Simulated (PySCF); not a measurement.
H₇NO₂Si₂, SMILES N[SiH2]O[SiH2]O. Geometry: PBE-D3(BJ)/def2-SVP. The structure was generated by enumeration, and PubChem lists no compound with its InChIKey, so it may never have been made. Other conformers were not sampled.

### Question
Give the equilibrium geometry at PBE-D3(BJ)/def2-SVP (PySCF confirms it by a frequency run) as Cartesian coordinates in Å. (Estimate from the structure and the level; the computed values follow.)

### Answer
This is not unique; one that fits is 
```xyz
12

N      1.5576     1.6362    -0.2669
Si     1.5641    -0.0942    -0.1725
O      0.0824    -0.8464    -0.5035
Si    -1.3985    -0.7984     0.2698
O     -1.8874     0.7841     0.5651
H      1.5276     2.0882    -1.1840
H      0.9963     2.1614     0.4095
H      1.9617    -0.4681     1.2267
H      2.5217    -0.5970    -1.2066
H     -1.3170    -1.4154     1.6315
H     -2.3625    -1.5187    -0.6275
H     -2.1099     1.2909    -0.2354
```
